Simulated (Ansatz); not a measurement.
The cluster CoF2, 3 atoms. Hardware: 4 threads of Arm Neoverse V2 on a shared host.

Correlated methods freeze 7 core orbitals; core or outer-core shells of Co are correlated, in sets that lack core-valence functions.

(1) How many basis functions does each of these Ansatz runs have, and roughly what does it cost? HF/STO-3G, charge 0 doublet, energy; CCSD(T)/def2-TZVPP, charge 0 doublet, energy, from earlier orbitals; PBE0-D4/def2-TZVP, charge 0 doublet, energy, from earlier orbitals; PBE0-D4/def2-TZVP, charge 0 sextet, energy, from earlier orbitals; LDA (SPW92)/def2-TZVP, charge 0 quartet, energy, from earlier orbitals; PBE-D4/def2-TZVP, charge 0 quartet, energy, from earlier orbitals; r2SCAN-D4/def2-TZVPD, charge 0 doublet, energy, from earlier orbitals; PBE0-D4/def2-TZVP, charge 1 singlet at the geometry of the charge 0 doublet, energy; PBE-D4/def2-TZVP, charge 0 sextet, relaxation, 15 steps; PBE-D4/def2-TZVP, charge 0 sextet, energy, from earlier orbitals; CCSD(T)/def2-TZVPP, charge 1 singlet at the geometry of the charge 0 doublet, energy, from earlier orbitals; PBE-D4/def2-TZVPD, charge -1 singlet at the geometry of the charge 0 doublet, energy, from earlier orbitals.

## Answers

(1) Other jobs shared the machine, so times can vary by a factor of up to 3. A dash marks memory too small to be measured apart from the calling script's.

```json
{"run": "HF/STO-3G, charge 0 doublet, energy", "functions": "28", "fitting or Cholesky vectors": "310", "wall time": "0.65 s", "peak host memory (GiB)": "–"}
{"run": "LDA (SPW92)/def2-TZVP, charge 0 quartet, energy, from earlier orbitals", "functions": "107", "fitting or Cholesky vectors": "766", "wall time": "2.2 s", "peak host memory (GiB)": "–"}
{"run": "PBE-D4/def2-TZVP, charge 0 sextet, energy, from earlier orbitals", "functions": "107", "fitting or Cholesky vectors": "766", "wall time": "2.3 s", "peak host memory (GiB)": "–"}
{"run": "PBE-D4/def2-TZVPD, charge -1 singlet at the geometry of the charge 0 doublet, energy, from earlier orbitals", "functions": "128", "fitting or Cholesky vectors": "857", "wall time": "3.6 s", "peak host memory (GiB)": "–"}
{"run": "PBE-D4/def2-TZVP, charge 0 quartet, energy, from earlier orbitals", "functions": "107", "fitting or Cholesky vectors": "766", "wall time": "4.1 s", "peak host memory (GiB)": "–"}
{"run": "PBE0-D4/def2-TZVP, charge 1 singlet at the geometry of the charge 0 doublet, energy", "functions": "107", "fitting or Cholesky vectors": "847", "wall time": "6.5 s", "peak host memory (GiB)": "–"}
{"run": "PBE0-D4/def2-TZVP, charge 0 sextet, energy, from earlier orbitals", "functions": "107", "fitting or Cholesky vectors": "847", "wall time": "7.5 s", "peak host memory (GiB)": "–"}
{"run": "CCSD(T)/def2-TZVPP, charge 0 doublet, energy, from earlier orbitals", "functions": "126", "fitting or Cholesky vectors": "877", "wall time": "26 s", "peak host memory (GiB)": "1.1"}
{"run": "CCSD(T)/def2-TZVPP, charge 1 singlet at the geometry of the charge 0 doublet, energy, from earlier orbitals", "functions": "126", "fitting or Cholesky vectors": "877", "wall time": "33 s", "peak host memory (GiB)": "–"}
{"run": "r2SCAN-D4/def2-TZVPD, charge 0 doublet, energy, from earlier orbitals", "functions": "128", "fitting or Cholesky vectors": "857", "wall time": "39 s", "peak host memory (GiB)": "–"}
{"run": "PBE0-D4/def2-TZVP, charge 0 doublet, energy, from earlier orbitals", "functions": "107", "fitting or Cholesky vectors": "847", "wall time": "44 s", "peak host memory (GiB)": "–"}
{"run": "PBE-D4/def2-TZVP, charge 0 sextet, relaxation, 15 steps", "functions": "107", "fitting or Cholesky vectors": "766", "wall time": "60 s", "peak host memory (GiB)": "–"}
```
